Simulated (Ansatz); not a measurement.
```yaml
crystal:
  periodic: [false, false, false]
  atoms:
    - {symbol: Al, position_ang: [1.967004, -1.520881, -0.204774]}
    - {symbol: Al, position_ang: [-0.803834, -2.083954, 0.392641]}
    - {symbol: Al, position_ang: [2.082531, 1.352411, -0.263821]}
    - {symbol: Al, position_ang: [-2.439047, 0.090363, -0.218541]}
    - {symbol: Al, position_ang: [-0.636905, 2.158438, 0.286471]}
    - {symbol: As, position_ang: [3.170631, -0.158422, -1.634811]}
    - {symbol: As, position_ang: [-3.020265, -2.160851, -0.251879]}
    - {symbol: As, position_ang: [-2.829182, 2.376113, -0.403820]}
    - {symbol: As, position_ang: [1.135813, -3.111811, 1.212801]}
    - {symbol: As, position_ang: [1.373254, 3.058584, 1.085723]}
basis:
  gaussian: {orbitals: def2-TZVPD}
hamiltonian: {xc: pbe0, dispersion: d4}
scf: {omitted_lower_state_checks: [starts]}
output: {orbitals: {seedname: orbitals}}
```

```sh
$ ansatz run in.yaml --threads 4 --pin off --events-out ev --progress --plain --max-ram 6963MiB
```

(1) Does this run fit into the memory that it is given?

Results:

(1) No. It has 485 basis functions, and Ansatz plans for 7.30 GiB where 6.79 GiB are given.
